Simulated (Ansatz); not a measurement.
Reaction (formal exchange of groups at the Al–O bond): `[OH][AlH][SiH2][SeH]` + CH₄ → `[CH3][AlH][SiH2][SeH]` + H₂O

Program: Ansatz. Geometries: PBE0-D4/def2-TZVP. ΔE: electronic, gas phase. CBS: MP2 limit from def2 TZ/QZ plus the TZ coupled-cluster correction, frozen cores. This one scheme is used for every species. Functionals use def2-TZVPP. B3LYP here is the variant with VWN-RPA as its local correlation; programs differ in this. For Se outer-core shells are correlated without core-valence functions, which leaves a few kJ/mol of doubt a bond. Scalar relativity is left out up to krypton. Each species was taken in one conformer, which may not be the lowest.

Is it downhill or uphill in electronic energy at CCSD(T)/CBS, and by how much? (Estimate.)

The calculation gave: Uphill: ΔE = +147.3 kJ/mol.

What do these levels give: BLYP-D4, r2SCAN0-D4, BLYP, PBE0, B3LYP, r2SCANh, BHLYP, HF/def2-SVP, CCSD(T)/def2-SVP, SCS-MP2/def2-TZVPP, HF/def2-QZVPP, SCS-MP2/def2-QZVPP? (An estimate is asked.)

The calculation gave: BLYP-D4 154.7, r2SCAN0-D4 150.6, BLYP 154.5, PBE0 142.9, B3LYP 154.2, r2SCANh 152.1, BHLYP 156.8, HF/def2-SVP 157.1, CCSD(T)/def2-SVP 158.3, SCS-MP2/def2-TZVPP 154.3, HF/def2-QZVPP 156.4, SCS-MP2/def2-QZVPP 153.0 kJ/mol.

Largest T1 diagnostic among the species: 0.012.

Leaving LDA and LC-ωPBE aside and taking each functional with its dispersion term where it has one, the values, not all of them listed here, spread over 15.0 kJ/mol, from revPBE-D4 to CAM-B3LYP-D4. LDA lies +3.4 kJ/mol from PBE without D4. At CCSD(T), def2-SVP lies +11.0 kJ/mol from the extrapolated value and def2-TZVPP +2.1 kJ/mol. In def2-TZVPP, CCSD(T) changes the Hartree–Fock value by −7.2 kJ/mol (the triples alone add −0.4 kJ/mol) and MP2 by −3.8 kJ/mol.
